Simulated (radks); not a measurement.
The numbers below are computed, except where a source is named.
The terbium anion Tb- inside a hard spherical wall (all orbitals vanish at R), configuration held at [Xe] 4f10 6s2 and not refilled when levels cross. Code: a radial shooting solver on a logarithmic mesh with Libxc functionals. Model: scalar-relativistic Kohn-Sham, PBE, spin-polarised, spherical densities, point nucleus; open shells are filled with parallel spins first (spin-orbit coupling, left out, can overturn this in heavy ions). Eigenvalues in eV for spin up, with the zero of energy where the potential of the charges vanishes at infinity; a dash marks a level that is unbound or too diffuse for the functional's potential to be trusted. A positive occupied level is held by the wall or, in an anion where self-interaction has pushed it up, behind a barrier. The pressure on the wall is -dE/dV.

R (bohr)  E (hartree)  kinetic (hartree)    e(5s)    e(5p)   e(6s)  e(6p, empty)   e(4f)  e(5d, empty)  pressure (GPa)
10        -11708.9675          12603.654  -41.035  -18.456   1.164             -   3.515             -           0.479
7         -11708.8403          12603.900  -36.798  -14.451   3.950         7.178   8.011         7.180            4.11
6         -11708.7164          12604.224  -34.726  -12.512   6.169        10.409  10.210         9.216            11.4
5         -11708.4401          12605.025  -31.839   -9.843  10.540        16.688  13.347        12.492            39.6
3.5       -11706.6952          12610.907  -22.297   -0.725  32.786        45.998  24.490        25.146             524
3         -11704.5827          12618.182  -14.695    7.250  55.187        73.091  33.819        36.268            1630
2.5       -11699.3983          12635.275   -0.197   23.559  102.18        126.99  51.087        58.479            6090
